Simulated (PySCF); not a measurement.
Species: C₈H₉O (doublet state).
Geometry (GFN2-xTB, Å), atoms numbered from 1 in this order:
```
atom  x, y, z in Å
C1     2.9545    0.5485   -0.2718
C2     2.1040    0.1029    0.6494
C3     0.6633    0.0366    0.5103
C4    -0.1188   -0.4299    1.4697
C5    -1.5046   -0.6591    1.5001
O6    -2.3038   -0.6692    2.4055
C7    -1.9220   -0.9144    0.0243
C8    -1.5004    0.3254   -0.7620
C9     0.0178    0.4804   -0.7987
H10    2.6366    0.9107   -1.2348
H11    4.0150    0.5612   -0.0878
H12    2.4797   -0.2436    1.6028
H13   -3.0026   -1.0559    0.0011
H14   -1.4255   -1.8091   -0.3524
H15   -1.9492    1.2034   -0.2908
H16   -1.8862    0.2609   -1.7818
H17    0.2927    1.5142   -1.0141
H18    0.4408   -0.1566   -1.5807
```

The hyperfine couplings belong to this conformer and change with its torsions.

Identity: `C=CC1=[C]C(=O)CCC1` [radical].

Method: PySCF 2.14.0, UKS B3LYP, pcH-1 on C H O, non-relativistic, mean-field spin-orbit, GIAO. Isolated species at its GFN2-xTB geometry (one conformer only). Couplings are sensitive to structure, and on GFN2-xTB geometries they can be far from those on DFT ones. No stability test was run, so a lower SCF solution isn't excluded.

Principal values of hyperfine tensors in MHz (contact and dipolar terms together), for some of the nuclei:

```
atom  isotope      A1      A2      A3
  C4      13C  169.21  188.06  378.80
  C2      13C   47.11   51.21   55.74
  C9      13C   36.41   37.31   56.29
  C7      13C   28.77   29.26   50.18
 H13       1H   12.83   16.84   22.86
  C3      13C  -26.29   -8.29    4.90
  C5      13C  -22.69  -11.40    9.99
  O6      17O  -38.99    3.32   12.75
```

Split each tensor into its isotropic and traceless parts, and turn a_iso into mT with g = 2.0027.

a_iso is a third of the trace, T = A − a_iso, and a(mT) = a(MHz)/(g × 13.996).

```csv
atom,a_iso (MHz),a_iso (mT),T1,T2,T3
C4,245.36,8.753,-76.15,-57.29,133.44
C2,51.35,1.832,-4.24,-0.14,4.38
C9,43.34,1.546,-6.93,-6.03,12.95
C7,36.07,1.287,-7.30,-6.81,14.11
H13,17.51,0.625,-4.68,-0.67,5.35
C3,-9.89,-0.353,-16.40,1.61,14.79
C5,-8.03,-0.287,-14.65,-3.37,18.02
O6,-7.64,-0.273,-31.35,10.96,20.39
```

What spin density at the nucleus of C2 lies behind its contact coupling (g_N = 1.40482)?

a_FC = 800.24 MHz bohr³ × g_N × ρ(0)/(2S). With a_FC = 51.35 MHz and 2S = 1, ρ(0) = 0.04568 bohr⁻³.

H18 (1H, g_N = 5.58569) isn't in the table. Its spin density at the nucleus is -0.002018 bohr⁻³. What is its contact coupling?

By the same relation, a_FC = -9.02 MHz. Its full tensor has the principal values -12.73, -10.46, -3.87 MHz.

Name the largest traceless tensor T of the table and describe it.

C4: -76.1, -57.3, 133.4 MHz, rhombic: the two smaller values differ by 14 % of the largest.

What first-order splitting does C4 cause when the field lies along A1, A2 or A3 of its tensor (g taken as isotropic, no quadrupole term)?

2 lines (I = 1/2), spaced by |A_i|/(g × 13.996): 6.04, 6.71, 13.51 mT along the axes of A1, A2 and A3.

The run took 3.0 min of wall time on an Arm Neoverse N1 with one thread, shared host.
